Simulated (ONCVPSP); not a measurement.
## Cu (Z = 29) ONCV: all-electron and pseudo phase curves

ONCVPSP 4.0.1 input, shortened (lines: element, Z, core and valence counts, functional; n l f; lmax; l rc ep ncon nbas qcut; lloc lpopt rc5 dvloc0; l nproj debl; icmod fcfact rcfact), LDA (Perdew-Wang 92), scalar-relativistic:

```
  Cu 29.00    3    5  -001012      upf
    1    0    2.00
    2    0    2.00
    2    1    6.00
    3    0    2.00
    3    1    6.00
    3    2   10.00
    4    0    0.50
    4    1    0.50
    3
    0    1.15    0.00    5    8   11.80
    1    1.05    0.00    4    9   12.40
    2    1.05    0.00    3    7   13.20
    3    1.20    0.15    4    9   10.00
    2    5    1.05    0.00
    0    2    1.50
    1    2    3.90
    2    0    1.60
    3    1    3.10
    2    0.25    0.90
```

The phase is arctan(r·R′/R) of the radial function R(r), unwrapped; energies in Ha, scanned from -6 to 5 Ha. A pole is an energy at which the radial function vanishes at the test radius. The pseudo phase is shifted by a multiple of π to meet the all-electron one at the reference energy, and phase errors are pseudo minus all-electron; the curves can meet again beyond the range given. Levels narrower than the energy grid can be missing from the lists of poles. n/a: not evaluated, since a narrow level or a reset projector energy made the automatic matching unsafe.

**Question.** For each channel, where are the poles, and over which energies does the pseudopotential scatter like the atom?

**Answer.**

| channel | radius (bohr) | reference energy (Ha) | poles, all-electron | poles, pseudo | unbroken range about the reference energy with phases within 0.05 rad | phase error 1 Ha above the reference energy (rad) |
| --- | --- | --- | --- | --- | --- | --- |
| s | 1.16 | -0.21 | -3.32 | -3.33 | n/a | n/a |
| p | 1.06 | -0.05 | -0.98 | -0.98 | the whole range | -0.000 |
| d | 1.06 | -0.24 | 1.54 | 1.76 | -1.4 to 2.3 | +0.013 |
| f | 1.21 | 0.15 | none | none | the whole range | -0.000 |

Note: ghosts flagged at negative energy: s at -60.6 eV; no localised positive-energy state flagged. A true bound ghost makes a file unfit for plane-wave use.

Phases in the s channel:

```tsv
E (Ha)	all-electron	pseudo
-5.96	0.701	3.831
-5.68	0.471	3.599
-5.40	0.105	3.233
-5.12	-0.378	2.753
-4.84	-0.813	2.326
-4.56	-1.102	2.039
-4.28	-1.283	1.859
-4.00	-1.402	1.740
-3.72	-1.485	1.655
-3.44	-1.548	1.592
-3.16	-1.598	1.541
-2.88	-1.639	1.498
-2.60	-1.674	1.458
-2.32	-1.706	1.398
-2.04	-1.736	-1.720
-1.76	-1.764	-1.758
-1.48	-1.791	-1.788
-1.20	-1.819	-1.817
-0.92	-1.847	-1.846
-0.64	-1.876	-1.876
-0.36	-1.908	-1.908
-0.08	-1.942	-1.942
0.20	-1.980	-1.980
0.48	-2.023	-2.022
0.76	-2.072	-2.071
1.04	-2.130	-2.126
1.32	-2.198	-2.192
1.60	-2.279	-2.269
1.88	-2.379	-2.362
2.16	-2.500	-2.475
2.44	-2.649	-2.611
2.72	-2.826	-2.772
3.00	-3.027	-2.957
3.28	-3.242	-3.157
3.56	-3.451	-3.357
3.84	-3.640	-3.545
4.12	-3.800	-3.709
4.40	-3.933	-3.847
4.68	-4.040	-3.962
4.96	-4.127	-4.056
```
